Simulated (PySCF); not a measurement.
How methods differ on the ionisation energy of P⁺

P⁺ [Ne] 3s2 3p2 (3P) → P²⁺ [Ne] 3s2 3p1 (2P), as a difference of total energies. Computed with PySCF 2.14 in aug-cc-pVTZ-DK (6s5p3d2f, 50 functions), with the spin-free X2C one-electron Hamiltonian (Gaussian nucleus). Correlated levels: valence: [Ne] frozen. The calculations carry no spin-orbit coupling.

```json
{"method": "UHF", "ionisation energy (eV)": "19.152"}
{"method": "SCS-MP2 (valence)", "ionisation energy (eV)": "19.512"}
{"method": "CCSD (valence)", "ionisation energy (eV)": "19.639"}
{"method": "CCSDT (valence)", "ionisation energy (eV)": "19.682"}
```

Question: Estimate what CCSD(T) (valence) gives.

Answer: 19.674 eV, closest to CCSDT (valence) among the rows shown.

Question: Estimate what MP2 (valence) gives.

Answer: 19.603 eV, closest to CCSD (valence) among the rows shown.

A first-order spin-orbit estimate (lowest level to lowest level, LS coupling) adds -0.007 eV.

Errors of the correlated levels include the incompleteness of this basis and the frozen core.

For comparison: 19.769 eV (semi-empirical (NIST evaluation); NIST Atomic Spectra Database, ionization energies).
